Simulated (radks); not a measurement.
Values are calculated unless marked as measured or tabulated.
Task: Ho V, configuration [Xe] 4f9. Code: a radial shooting solver on a logarithmic mesh with Libxc functionals. Model: scalar-relativistic Kohn-Sham, BLYP, spin-unpolarised, spherical densities, finite nucleus; Fermi nuclear charge, rms radius 5.2022 fm. Some entries of the table are withheld. Estimate them.

orbital  occ.  eigenvalue (hartree)  r(max) (bohr)
1s          2             -2041.336        0.01312
2s          2                   (1)        0.07462
2p          6             -304.2722        0.06060
3s          2             -78.24905         0.2113
3p          6             -66.36773         0.2077
3d         10             -51.27563         0.1696
4s          2                   (2)         0.4833
4p          6             -13.14957            (3)
4d         10              -7.84682         0.5213
5s          2              -3.56644            (4)
5p          6              -2.58123          1.249
4f          9              -2.03724         0.5138

Result: 
(1) 2s eigenvalue (hartree): -343.1461
(2) 4s eigenvalue (hartree): -17.07198
(3) 4p r(max) (bohr): 0.5047
(4) 5s r(max) (bohr): 1.110
